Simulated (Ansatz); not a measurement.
Species: C4H5N2, charge 1, multiplicity 1. It need not be the lowest isomer of its formula. SMILES: c1cnc[nH+]c1
Coordinates optimised at B3LYP-D3(BJ)/def2-TZVP (Ansatz, a quantum-chemistry and plane-wave program):
```xyz
11

C     -1.2773     0.5259     0.0808
C     -1.0744    -0.8518    -0.0052
N      0.1431    -1.3984    -0.0848
C      1.1767    -0.5981    -0.0809
N      1.0470     0.7433     0.0001
C     -0.1633     1.3307     0.0817
H     -2.2672     0.9531     0.1445
H     -1.9114    -1.5402    -0.0106
H      2.1821    -0.9961    -0.1436
H      1.8837     1.3190    -0.0008
H     -0.1880     2.4094     0.1437
```
Charge +1, spin multiplicity 1.

Problem. Give the harmonic wavenumbers at B3LYP-D3(BJ)/def2-TZVP (Ansatz, finite differences of forces, unscaled).

Solution. 328, 410, 628, 680, 687, 795, 878, 977, 1017, 1024, 1052, 1076, 1088, 1129, 1219, 1281, 1330, 1406, 1489, 1560, 1630, 1663, 3194, 3208, 3225, 3235, 3525 cm⁻¹. Zero-point energy 56.8 kcal/mol.

Problem. From these and the geometry, give the ideal-gas thermochemistry at 298.15 K and 1 atm (rigid rotor, harmonic oscillator).

Solution. Point group Cs, rotational symmetry number 1. Rotational constants 6.064, 5.947, 3.003 GHz. S(trans) 39.09, S(rot) 25.50, S(vib) 4.30, S(elec, spin only) 0.00, S 68.9 cal/(mol K). H(298) - H(0) 3.30 kcal/mol; G - E(el) 39.6 kcal/mol.
